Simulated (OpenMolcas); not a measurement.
Ru2+: moving or changing the point charges

Ru2+ among 4 point charges of -2 e arranged as a tetrahedron (Td), 2 Å from the ion.

| Quantity | Value |
| --- | --- |
| Program | OpenMolcas 26.06 |
| Method | CASSCF |
| Basis | ANO-RCC-VDZP [6s5p3d1f] |
| Scalar Hamiltonian | DKH2, point nucleus |
| Active space | 6 electrons in 5 orbitals (4d) |
| State averaging | 2S+1 = 5 even, 5 roots; 2S+1 = 3 even, 45 roots; 2S+1 = 1 even, 50 roots |
| Spin-orbit coupling | state interaction with AMFI integrals over the reference wave functions |

Runs around this geometry, states (labels of Td). Energies in cm-1 above the lowest state or level, χT in cm3 K/mol; 10Dq and B are least-squares fits to the states below 45000 cm-1, weighted by degeneracy, with a free offset, and given where the rms deviation is under 5 % of |10Dq| (or 100 cm-1) and under 700 cm-1; 10Dq is negative for this site.

```csv
R (Å),q (e),Ground state,First state of that spin,10Dq,B (rms of fit),First gap with spin-orbit (degeneracies),χT at 300 K,First state of another spin
2,-1.3,5E,5T2 2934,-2789,822 (87),"85.9 (1, 3)",4.234,3T1 15539
2,-2,5E,5T2 2987,,,"86.0 (1, 3)",4.173,3T1 14854
2.09,-2,5E,5T2 2826,,,"86.4 (1, 3)",4.248,3T1 15255
```

Taking the first state of the same spin as R^-n, n = -ln(2826 / 2987) / ln(2.09 / 2) = 1.3 between the shortest and longest distance.

Scaling the charges by -1.3 / -2 = 0.65 scales the first state of the same spin by 2934 / 2987 = 0.98; with fixed orbitals a first-order splitting would follow the charge.

An orbital doublet at a regular site is open to a Jahn-Teller distortion, which this geometry leaves out. Without dynamic correlation the repulsion within the d shell is too large (B by tens of per cent), so at a given field states of lower spin stand too high. Point charges give a weaker field than real ligands, and real ions of this kind are as a rule low spin; the high spin found here belongs to the model. The ground term spreads over less than 5000 cm-1, several times less than with real ligands, so orbital moments are less quenched and χT lies further from the spin-only value than at real sites. This is an electrostatic model: the charges have no orbitals. No measured value stands beside these numbers.
